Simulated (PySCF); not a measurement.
These 2 structures share the formula C4H11BO2. Computed with PySCF 2.14.0, PBE0-D3(BJ)/def2-SVP geometry optimisation, gas phase. Energies are electronic, without zero-point or thermal terms, for one conformer each. No frequencies were run at this level. Point groups hold within 0.08 Å.

Question: Order them by energy at this level, lowest first, and give relative energies in kcal/mol.
A. `[CH3:1][B:2]([OH:3])[O:4][CH:5]([CH3:6])[CH3:7]` with C1–B2–O3–H 1°, C1–B2–O4–C5 -179°, B2–O4–C5–C6 152°
B. `[CH3:1][CH2:2][B:3]([O:4][CH3:5])[O:6][CH3:7]` with C1–C2–B3–O4 179°, C2–B3–O4–C5 0°, C2–B3–O6–C7 -179°

Answer: A (0.0), B (20.1).

As drawn, the lower has an O–H bond, which the higher lacks.

```tsv
SMILES	E (Eh)	E rel (kcal/mol)	dipole (D)	point group	A, B, C (MHz)
CB(O)OC(C)C	-333.84335	0.0	1.32	C1	4453, 1572, 1367
CCB(OC)OC	-333.81126	20.1	1.45	–	2622, 2311, 1267
```

How do the relative energies change in single points at PBE0/pcSseg-1 (no added dispersion term) on the same geometries?

```csv
SMILES,PBE0-D3(BJ)/def2-SVP (kcal/mol),PBE0/pcSseg-1 (kcal/mol),shift
CB(O)OC(C)C,0.0,0.0,0.0
CCB(OC)OC,20.1,20.0,-0.1
```

Each column counts from its own lowest isomer. The order is unchanged; the largest shift is 0.1 kcal/mol.
